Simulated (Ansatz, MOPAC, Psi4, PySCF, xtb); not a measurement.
HF (SMILES F) and H2S (SMILES S) are pulled apart as rigid monomers along the line of their centres of mass, from the B3LYP-D3(BJ)/def2-TZVP minimum. Starting geometry (charge 0, multiplicity 1):
| atom | x (Å) | y (Å) | z (Å) |
|---|---|---|---|
| F | 0.0036 | -0.1409 | -0.3429 |
| H | 0.1275 | -0.3538 | 0.5634 |
| S | 0.3015 | -0.7028 | 2.7709 |
| H | -1.0086 | -0.4989 | 2.9897 |
| H | 0.6103 | 0.5781 | 3.0351 |

Interaction energies with rigid monomers; basis-set methods are counterpoise corrected unless marked otherwise.

Correlated levels freeze the cores. The state that PM3 reach isn't checked.

Programs: Ansatz (Gaussian orbitals); MOPAC for PM3 (differences of heats of formation); Psi4 for SAPT; PySCF for the dispersion terms; xtb for the GFN methods. Each number belongs to the level named beside it.

| H2···S3 (Å) | GFN-FF (kcal/mol) | PM3 (kcal/mol) | r2SCAN-D4/def2-TZVPPD (kcal/mol) | B3LYP/def2-TZVPPD (kcal/mol) | SAPT0/jun-cc-pV(D+d)Z (kcal/mol) |
|---|---|---|---|---|---|
| 2.02 | -3.08 | -0.80 | -5.65 | -4.27 | (withheld) |
| 2.24 | -4.56 | -2.04 | -6.26 | -5.31 | -4.63 |
| 2.58 | -4.60 | (withheld) | -5.15 | -4.54 | -4.34 |
| 3.14 | -2.67 | -1.17 | -2.89 | -2.54 | -2.79 |
| 4.04 | -0.68 | -0.43 | -1.10 | -0.96 | -1.18 |

Problem. Fill in the missing entries.

Solution. 
- 2.58, PM3 (kcal/mol): -2.36
- 2.02, SAPT0/jun-cc-pV(D+d)Z (kcal/mol): -3.40

Ansatz is an electronic-structure program.
